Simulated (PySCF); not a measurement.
**How methods differ on the ionisation energy of F⁺**

F⁺ [He] 2s2 2p4 (3P) → F²⁺ [He] 2s2 2p3 (4S), as a difference of total energies. All numbers are calculated (PySCF 2.14, the non-relativistic Hamiltonian (point nucleus), in aug-cc-pVDZ (4s3p2d, 23 functions)). Correlated levels: valence: 1s2 frozen. The calculations carry no spin-orbit coupling.

```csv
method,ionisation energy (eV)
UHF,33.353
r2SCAN,35.102
MP2 (valence),34.244
SCS-MP2 (valence),34.249
CCSD(T) (valence),34.279
```

Task: Estimate what BP86 gives.

Result: 35.594 eV, closest to r2SCAN among the rows shown.

Task: Estimate what CCSD (valence) gives.

Result: 34.259 eV, closest to SCS-MP2 (valence) among the rows shown.

Errors of the correlated levels include the incompleteness of this basis and the frozen core.

For comparison: 34.950 eV (measured; NIST levels, between the centres of gravity of the two terms).
